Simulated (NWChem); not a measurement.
Molecule: InNH₃OBr; SMILES [NH2][In]([Br])[OH]

```xyz
7

In     0.0683    -0.7473    -0.0304
Br    -0.1665     1.7283    -0.0834
O      1.9121    -1.4800     0.1012
H      2.5744    -0.7788     0.1144
N     -1.5581    -1.9365     0.0689
H     -1.4278    -2.8798    -0.2889
H     -2.4069    -1.5430    -0.3297
```
Atoms are numbered in this order, from 1.

Level: PBE0/def2-SVP with def2 effective core potentials on In (NWChem), optimised geometry, unscaled harmonic frequencies. This build's default masses of Se (78.918 u) and Br (79.917 u) are each other's, which moves their modes by up to 0.6 %. def2 effective core potentials on In; no spin-orbit coupling.

| frequency (cm⁻¹) | IR intensity (km/mol) |
|---|---|
| 92 | 6.0 |
| 116 | 12.3 |
| 127 | 11.8 |
| 240 | 15.0 |
| 254 | 45.0 |
| 286 | 97.1 |
| 434 | 149.5 |
| 604 | 53.7 |
| 640 | 48.3 |
| 794 | 1.5 |
| 836 | 136.2 |
| 1520 | 11.4 |
| 3570 | 27.6 |
| 3680 | 29.7 |
| 3892 | 69.1 |

```yaml
zero_point_energy: 24.4 kcal/mol
thermal correction to the enthalpy at 298.15 K (with zero-point energy): 29.5 kcal/mol
heat capacity Cv: 21.7 cal/(mol K)
entropy at 298.15 K and 1 atm (symmetry number 1): 87.4 cal/(mol K)
```

Rigid rotor and harmonic oscillator; modes under 100 cm⁻¹ make the entropy uncertain.
